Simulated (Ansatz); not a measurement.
System: C2H11NSi2 (charge 0, singlet). SMILES: C[SiH](C)N[SiH3]
Coordinates optimised at B3LYP-D3(BJ)/def2-TZVP (Ansatz, an electronic-structure program):
```xyz
16

Si    -0.8459    -0.0418    -0.6036
C     -1.9028     1.5025    -0.5686
C     -1.2846    -1.2034     0.7954
N      0.8361     0.3655    -0.4473
Si     2.0253    -0.2735     0.6297
H     -1.0931    -0.7284    -1.9017
H     -2.9581     1.2571    -0.7111
H     -1.6159     2.1951    -1.3636
H     -1.7987     2.0250     0.3849
H     -2.3316    -1.5046     0.7178
H     -0.6788    -2.1117     0.7731
H     -1.1453    -0.7264     1.7679
H      1.1956     1.0267    -1.1215
H      2.2239    -1.7351     0.4591
H      3.3062     0.4178     0.3505
H      1.6568    -0.0550     2.0501
```
Charge 0, spin multiplicity 1.

Wanted: atomisation energy (electronic, to ground-state atoms), in kcal/mol. Cores are frozen in the correlated levels unless marked. Open shells are spin-unrestricted. No spin-orbit coupling. Non-relativistic. The coupled-cluster limit lacks core correlation, which all-electron functionals hold. Basis-set limits of correlation are two-point, X^-3; Hartree-Fock from the larger set.

| level | program | atomisation energy (kcal/mol) |
|---|---|---|
| PBE0/6-31G* | Ansatz | ___ |
| PBE0/def2-QZVPP | Ansatz | 1339.9 |
| BHLYP-D3(BJ)/def2-TZVPD | Ansatz + dftd3 | ___ |
| HSE06-D4/def2-TZVPD | Ansatz + dftd4 | 1345.4 |
| CCSD(T)/CBS(cc-pV(T+d)Z,cc-pV(Q+d)Z) | Ansatz | 1354.0 |

Task: Fill in the missing entries.

Result: 
- PBE0/6-31G*, atomisation energy (kcal/mol): 1325.4
- BHLYP-D3(BJ)/def2-TZVPD, atomisation energy (kcal/mol): 1333.6
